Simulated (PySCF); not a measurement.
## GdH3(NH3): one run

GdH3(NH3) (singlet in the valence; each metal's 4f electrons, 7 of them, lie in its core potential, out of spins and levels). PySCF 2.14.0, RKS B3LYP, Gd lcecp-1-SVP with ECP53, H def2-SVP, N def2-SVP; non-relativistic Hamiltonian with scalar-relativistic core potentials where named; density fitting; no spin-orbit coupling. Purpose: level B3LYP.

```python
mol = gto.M(atom='''
Gd     0.23660    -0.23660     0.23660
H      1.21563     1.28349     1.21563
H     -1.28349    -1.21563     1.21563
H      1.21563    -1.21563    -1.28349
N     -1.21930     1.21930    -1.21930
H     -1.83033     1.83033    -0.67242
H     -0.67242     1.83033    -1.83033
H     -1.83033     0.67242    -1.83033''',
    basis={'Gd': 'lcecp-1-SVP', 'H': 'def2-SVP', 'N': 'def2-SVP'},
    ecp={'Gd': 'lcecp-1-SVP'},
    charge=0, spin=0)
mf = dft.RKS(mol, xc='B3LYP')
mf.grids.atom_grid = (75, 302)  # f atoms: unpruned, at least (60, 302)
mf = mf.density_fit()  # fitting sets: Gd AutoAux, H def2-universal-JKFIT, N def2-universal-JKFIT
mf.conv_tol = 1e-08; mf.max_cycle = 55
mf.kernel(dm0)  # dm0: converged density of the relaxed state
mf.nuc_grad_method().kernel()
```

Run from Python with OMP_NUM_THREADS=2; the lines above give its settings. Where DIIS fails, smearing, a level shift and second-order steps follow.
It took 3.7 s on 2 threads of Arm Neoverse V1, on a shared host, from an already converged density.

Problem. Where do the frontier levels lie, over both spins?

Solution. HOMO -6.04 eV, LUMO -0.78 eV. The 4f levels lie in the core potential and are missing.

Problem. What does the SCF print?

Solution. 
```
init E= -94.197425791566
cycle= 1 E= -94.198104287349  delta_E= -0.000678  |g|= 0.016  |ddm|= 0.121
cycle= 2 E= -94.1980789668982  delta_E= 2.53e-05  |g|= 0.0207  |ddm|= 0.0438
cycle= 3 E= -94.1981802424574  delta_E= -0.000101  |g|= 0.00186  |ddm|= 0.0195
cycle= 4 E= -94.1981814575987  delta_E= -1.22e-06  |g|= 0.000298  |ddm|= 0.00328
cycle= 5 E= -94.1981814860674  delta_E= -2.85e-08  |g|= 5.1e-05  |ddm|= 0.000684
cycle= 6 E= -94.1981814873225  delta_E= -1.26e-09  |g|= 6.13e-06  |ddm|= 0.000129
Extra cycle  E= -94.1981814873345  delta_E= -1.19e-11  |g|= 4.11e-06  |ddm|= 1.98e-05
converged SCF energy = -94.1981814873345
```

Problem. What are the Mulliken charges and spins?

Solution. 
```csv
atom,charge (e),spin (e)
Gd1,0.571,0.000
H2,-0.260,0.000
H3,-0.260,0.000
H4,-0.260,0.000
N5,-0.268,0.000
H6,0.159,0.000
H7,0.159,0.000
H8,0.159,0.000
```
The spin of the 4f electrons in the core isn't counted.

Problem. What forces act on the atoms (eV/Å)?

Solution. 
```
Gd   0.02 -0.02  0.02
H    0.04  0.05  0.04
H   -0.05 -0.04  0.04
H    0.04 -0.04 -0.05
N    0.02 -0.02  0.02
H   -0.06  0.06  0.05
H    0.05  0.06 -0.06
H   -0.06 -0.05 -0.06
```
Forces carry noise of the integration grid, about 0.01 to 0.03 eV/Å.

The geometry was relaxed with PBE0 (Gd lcecp-1-SVP with ECP53, H def2-SVP, N def2-SVP).

An lcecp potential fixes the number of 4f electrons, so in runs with it no electron can move into or out of that shell.
